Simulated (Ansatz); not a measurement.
A single point on `[AlH2][O]B1CC1`.

```yaml
crystal:
  periodic: [false, false, false]
  atoms:
    - {symbol: Al, position_ang: [-1.236388, 2.478221, -0.161153]}
    - {symbol: O, position_ang: [-0.481956, 0.975206, -0.060793]}
    - {symbol: B, position_ang: [0.107682, -0.206130, 0.015781]}
    - {symbol: C, position_ang: [0.344749, -1.499347, 0.787161]}
    - {symbol: C, position_ang: [1.034898, -1.245297, -0.603913]}
    - {symbol: H, position_ang: [-0.464971, 3.710650, 0.447401]}
    - {symbol: H, position_ang: [-2.650713, 2.526721, -0.855188]}
    - {symbol: H, position_ang: [-0.407296, -2.283428, 0.815799]}
    - {symbol: H, position_ang: [1.001672, -1.524173, 1.652661]}
    - {symbol: H, position_ang: [2.113926, -1.116192, -0.590041]}
    - {symbol: H, position_ang: [0.703796, -1.873230, -1.426914]}
basis:
  gaussian: {orbitals: def2-QZVPP}
correlation: {method: mp2}
```

```sh
$ ansatz run in.yaml --threads 4 --pin off --events-out ev --progress --plain --max-ram 10444MiB
```

Shortened log:

```
Functional definition: HF
2839 factors; integrals over basis functions are off by at most 1.1e-3 eV
mean field evaluation 1: about -11446.1295 eV, gradient 4.9e1 eV
mean field evaluation 2: about -11446.2350 eV, gradient 4.9e1 eV
mean field evaluation 4: about -11451.4974 eV, gradient 4.6e0 eV
mean field evaluation 8: about -11451.5733 eV, gradient 2.6e-1 eV
mean field -11451.57408685 eV, -420.8375855359 hartree, gradient 1.1e-6 eV, S^2 0.000000; 0 other end points of the search recorded, 0 dependent functions left out
9 core orbitals not correlated: weight in the atoms' cores, before any rotation towards them, 1.000 or more for the frozen orbitals, at most 0.000 for the correlated occupied ones
reference -11451.57408685 eV, -420.8375855359 hartree; 13, 13 occupied and 456, 456 virtual orbitals, 2839 factors
second order -21.54059518 eV of doubles, -0.00000000 eV of singles
Total energy: -11473.11468203 eV, -421.6291878081 hartree
```

It took 14 s on 4 threads of an Arm Neoverse V2 on a shared host, with 2.8 GiB of host memory at the peak.
